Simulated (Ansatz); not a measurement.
Frontier orbitals of C$_{2}$H$_{8}$GaN, SMILES `[CH3][Ga]([CH3])[NH2]`.

Cartesian coordinates in Å:
```
C -0.566 -0.488 1.756
Ga -0.104 0.039 -0.082
C 1.701 0.057 -0.862
N -1.477 0.562 -1.162
H -1.637 -0.400 1.944
H -0.268 -1.523 1.945
H -0.037 0.136 2.480
H 2.151 -0.939 -0.815
H 1.688 0.378 -1.905
H 2.355 0.731 -0.303
H -2.441 0.594 -0.877
H -1.366 0.852 -2.119
```

Total charge 0; spin multiplicity 1. Correlated methods include outer-core shells of Ga, which these sets cover unevenly. Scalar relativity is left out up to krypton. The geometry is a stationary point of PBE0-D4/def2-TZVP. It is one conformer, not always the lowest. Basis def2-TZVPP, the Gaussian-basis code of Ansatz.

Orbital energies of one run (eV). Highest occupied ones, from the top: -6.99, -7.57, -8.74, -10.75, -10.79, -10.98, -11.03, -12.06, -12.97, -18.63, -18.89, -21.69, -22.25, -22.29. Empty: 0.21, 0.57, 1.62, 1.88, 2.76, 3.09.

(1) Which functional gave them?
A. ωB97X-V
B. LDA (SPW92)
C. r2SCAN
D. PBE0

## Answers

(1) D. HOMO energies: PBE0 -6.99, r2SCAN -5.92, ωB97X-V -9.49, LDA (SPW92) -5.85 eV.
